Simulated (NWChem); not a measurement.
Species: C2H6OTe; SMILES CC[Te]O

```xyz
10

Te     0.2455    -0.5948     0.0421
C      0.6403     1.4734    -0.4584
C     -0.2325     2.4412     0.3124
H      0.4969     1.5670    -1.5443
H      1.7139     1.6098    -0.2477
H     -0.0304     2.4003     1.3936
H     -1.2963     2.2078     0.1530
H     -0.0632     3.4760    -0.0287
O     -1.7408    -0.4439    -0.2130
H     -2.1091    -0.2694     0.6621
```
Atoms are numbered in this order, from 1.

Program: NWChem. All runs use the structure optimised with PBE0/def2-SVP. No frequency run checked for a minimum. def2 effective core potentials on Te; no spin-orbit coupling. B3LYP is NWChem's, with the RPA form of VWN correlation. Vertical excitations in the gas phase; the lowest state need not have the same character in each row.

```
level                    lowest excitation, singlet (eV)  oscillator strength of that lowest state  orbital gap (eV)
-----------------------  -------------------------------  ----------------------------------------  ----------------
PBE/def2-SVP, TDA                                    ___                                     0.001               ___
B3LYP/def2-SVP, TDA                                 3.09                                     0.001              4.13
BHandHLYP/def2-SVP, TDA                             3.24                                     0.001              6.52
```

### Question
What belongs in the gaps?

### Answer

- PBE/def2-SVP, TDA, lowest excitation, singlet (eV): 3.00
- PBE/def2-SVP, TDA, orbital gap (eV): 2.57
